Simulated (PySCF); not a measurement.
Converging BeN⁺ in the basis (PBE)

PySCF, UKS reference; triplet, unpaired electrons π ↑↑; De to Be⁺ + N without counterpoise correction.

```tsv
basis	relativity	functions	Re (Å)	ωe (cm⁻¹)	De (eV)	μ (D)
3-21G	no relativity	18	1.661	875	2.40	-6.41
x2c-SVPall	spin-free X2C	23	1.632	861	2.29	-6.86
def2-SVPD	no relativity	32	1.627	881	2.38	-6.83
```

(1) How does each smaller set differ from the one with most functions, def2-SVPD?

A positive dipole points towards N; it is taken about the centre of mass and depends on that origin. For an ion De counts to the pair picked by the measured ionisation energies or electron affinities, which need not be the lowest pair at this level. 3-21G is very small, so such numbers show the basis as much as the molecule. The state was picked by a PBE0 search and need not be the measured ground state.

Answers

(1) 3-21G: +3.4 pm, -0.7 % in ωe, +0.02 eV in De; x2c-SVPall: +0.5 pm, -2.3 % in ωe, -0.09 eV in De. All at PBE; the set with most functions is neither the basis-set limit nor always the best. The rows treat relativity differently, so the differences are not basis effects alone.
